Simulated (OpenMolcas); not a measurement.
# Pd2+: effect of the active space

| Property | Result |
| --- | --- |
| Program | OpenMolcas 26.06 |
| Method | SS-CASPT2, IPEA 0.25 Eh, imaginary shift 0.1 Eh |
| Basis | ANO-R2 |
| Scalar Hamiltonian | X2C, finite nucleus |
| Spin-orbit coupling | state interaction with AMFI integrals over the reference wave functions, term energies averaged over their components |

A. 8 electrons in 5 orbitals (4d); 2S+1 = 3 even, 10 roots; 2S+1 = 1 even, 15 roots; closed shells correlated: 4s 4p; CASPT2 step about 3 core-seconds
B. 8 electrons in 6 orbitals (4d 5s); 2S+1 = 3 even, 55 roots; 2S+1 = 5 even, 10 roots kept (CI in the orbitals of an earlier block); 2S+1 = 1 even, 50 roots kept (CI in the orbitals of an earlier block); closed shells correlated: 4s 4p; CASPT2 step roughly 40 core-seconds
C. 8 electrons in 10 orbitals (4d 5d); 2S+1 = 3 even, 10 roots; 2S+1 = 1 even, 15 roots; closed shells correlated: 4s 4p; CASPT2 step of the order of 8 core-minutes

Energies in cm-1 above 4d8 3F4, the measured ground level; measured values from Moore, Atomic Energy Levels, vol. III, NSRDS-NBS 35 (1971 reprint of NBS Circular 467, 1958).

```tsv
Level	A	B	C	Measured
4d8 3F4	0.0	0.0	0.0	0.0
4d8 3F3	3140	3310	3140	3230
4d8 3F2	4550	4710	4560	4687
4d8 3P1	13930	13440	13860	13470
4d8 3P0	14180	13680	14090	13699
4d8 1G4	18270	18100	18390	17880
4d8 1S0	41970	41770	42270
```

Deviations, from unrounded energies. A percentage is the sum of absolute deviations over the sum of measured energies, with the sign that they share, or ± where signs differ.

```csv
Against measurement,Levels,A,B,C
mean absolute deviation (cm-1),5,310,74,300
fine structure of the ground term (%),2,-2.9,+1.3,-2.7
other terms of the ground configuration (%),3,+3.0,±0.6,+2.9
```

B lies closest to measurement on these levels and A furthest from it. The largest miss of B in the table is 4d8 1G4, by +220 cm-1. The ranking rests on the paired levels alone, and a cruder setting can come out closer through cancelling errors.

Among A to C the level of the table that moves most is 4d8 3P0, by 500 cm-1 (lowest in B, highest in A). Moves below CASPT2's spread within the term are not significant.

CASPT2 breaks the degeneracy within a term, and the mean is taken; among the terms shown or strongly mixed into the levels shown the widest spread is 710 cm-1 (4d8 1G, C). Levels of configurations with an s electron are missing; early in the row they begin among the upper levels of the d shell and mix with terms of their name (holds for A). Terms from blocks run as CI alone lack orbitals of their own (holds for B). Active for correlation alone: 5d; no level in the range computed is led by a configuration that fills it, so any true level of that kind is missing (holds for C). Measured partners are found by configuration, term and J. A level has none where our copy of the source lacks it or the pairing is in doubt (some pairs that miss far off the trend of their configuration count as doubtful), and it then counts in no deviation. Only configurations of the active space appear. The table leaves out levels that lie high or whose names do not pair safely across all columns.
